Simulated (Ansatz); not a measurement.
Consider the cleavage of the Si–B bond: `OB([SiH3])Cl` + `OCS[SiH3]` → `[SiH3]OCS[SiH3]` + `OBCl`.

Isolated molecules relaxed with PBE0-D4/def2-TZVP in Ansatz; ΔE leaves out vibrations. CCSD(T)/CBS adds triple-zeta CCSD(T) − MP2 to the extrapolated MP2 energy (def2 sets, frozen cores). This one scheme is used for every species. Each species was taken in one conformer, which may not be the lowest.

```json
{"species": "`OB([SiH3])Cl`", "CCSD(T)/CBS(def2) energy (Eh)": "-851.31256"}
{"species": "`OCS[SiH3]`", "CCSD(T)/CBS(def2) energy (Eh)": "-803.69249"}
{"species": "`[SiH3]OCS[SiH3]`", "CCSD(T)/CBS(def2) energy (Eh)": "-1094.00385"}
{"species": "`OBCl`", "CCSD(T)/CBS(def2) energy (Eh)": "-561.03999"}
```

Question: Work out ΔE.

Answer: ΔE = (-1094.00385) + (-561.03999) − (-851.31256) − (-803.69249) = -0.03879 Eh = -101.8 kJ/mol.

Largest T1 diagnostic among the species: 0.013.

Leaving LDA and LC-ωPBE aside and taking each functional with its dispersion term where it has one, the values, not all of them listed here, spread over 34.3 kJ/mol, from BHLYP-D4 to PBE-D4. From r2SCAN to r2SCAN0 (25 % exact exchange), in def2-TZVPP and without D4, ΔE moves by −4.0 kJ/mol. In def2-TZVPP, CCSD(T) changes the Hartree–Fock value by +21.0 kJ/mol (the triples alone add +3.1 kJ/mol) and MP2 by +13.0 kJ/mol.
